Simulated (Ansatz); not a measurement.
C3H8Ge can be A, `C[CH](C)[GeH]`, or B, `C[CH]1[CH2][GeH2]1`.

Isolated molecules relaxed with PBE0-D4/def2-TZVP in Ansatz; ΔE leaves out vibrations. CBS: MP2 limit from def2 TZ/QZ plus the TZ coupled-cluster correction, frozen cores. Functionals use def2-TZVPP. B3LYP here is the variant with VWN-RPA as its local correlation; programs differ in this. For Ge outer-core shells are correlated without core-valence functions, which leaves a few kJ/mol of doubt a bond. Scalar relativity is left out up to krypton.

Which isomer does CCSD(T)/CBS put lower? Give the gap. (An estimate is asked.)

Computed: A, by 7.4 kJ/mol.

Give E(B) − E(A) in kJ/mol with PBE-D4, ωB97M-V, PBE0-D4, r2SCAN-D4, B3LYP-D4, MP2/def2-TZVPP, HF/def2-TZVPP. (An estimate is asked.)

Computed: PBE-D4 8.7, ωB97M-V 17.9, PBE0-D4 6.3, r2SCAN-D4 -2.6, B3LYP-D4 28.2, MP2/def2-TZVPP -9.9, HF/def2-TZVPP 36.4. The order is the other way round with r2SCAN-D4, MP2/def2-TZVPP.

Largest T1 diagnostic: 0.011.

In def2-TZVPP, CCSD(T) changes the Hartree–Fock value by −32.4 kJ/mol (the triples alone add −5.7 kJ/mol) and MP2 by −46.3 kJ/mol. The D4 term adds +3.9 kJ/mol with B3LYP and +2.0 kJ/mol with PBE0; it sums over pairs of atoms, weighted by their polarisabilities, and B3LYP, whose exchange is more repulsive, gets the larger term.
